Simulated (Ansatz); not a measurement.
Basis-set extrapolation for `CC[SiH2]PO` (PBE0-D4/def2-TZVP geometry, frozen core, the Gaussian-basis code of Ansatz). Multiplicity 1, RHF reference.

```csv
,def2-TZVPP,def2-QZVPP
HF,-785.612994,-785.639590
MP2 correlation,-0.875829,-0.939834
CCSD(T) correlation,-0.974139,not run
```

Energies in hartree. Use E(X) = E(∞) + A·exp(−7.88·√X) for Hartree–Fock and E(X) = E(∞) + B·X^(−2.97) for correlation, with X = 3 and 4, and add CCSD(T) minus MP2 of the smaller set to the MP2 limit.

Q: What is the CCSD(T) energy at the basis-set limit?

A: HF limit: -785.639590 + (-0.026596) × 0.13774 = -785.64325. MP2 limit: -0.939834 + (-0.064005) × 0.74074 = -0.98725. Higher-order term: -0.974139 − (-0.875829) = -0.09831. Total: -786.72881 hartree, 3.86 eV below CCSD(T)/def2-TZVPP.
